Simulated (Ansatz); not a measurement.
Basis-set series for Cu₂, SMILES `[Cu][Cu]`. Charge 0, multiplicity 1. The structure was optimised at the PBE0-D4/def2-TZVP level.

| functional | basis | functions | energy (Eh) | HOMO (eV) | LUMO (eV) |
| --- | --- | --- | --- | --- | --- |
| PBE0-D4 | def2-SVP | 62 | -3280.05463 | -5.22 | -1.79 |
| PBE0-D4 | def2-QZVPP | 200 | -3280.63831 | -5.70 | -2.10 |
| ωB97M-V | def2-SVP | 62 | -3280.35997 | -6.99 | -0.30 |
| ωB97M-V | def2-QZVPP | 200 | -3280.94045 | -7.51 | -0.61 |

Q: Give the rows for def2-TZVPP. (Estimate.)

A: Ansatz gave: 
```json
{"functional": "PBE0-D4", "basis": "def2-TZVPP", "functions": "128", "energy (Eh)": "-3280.55511", "HOMO (eV)": "-5.72", "LUMO (eV)": "-2.12"}
{"functional": "ωB97M-V", "basis": "def2-TZVPP", "functions": "128", "energy (Eh)": "-3280.85951", "HOMO (eV)": "-7.51", "LUMO (eV)": "-0.58"}
```

Scalar relativity is left out up to krypton.
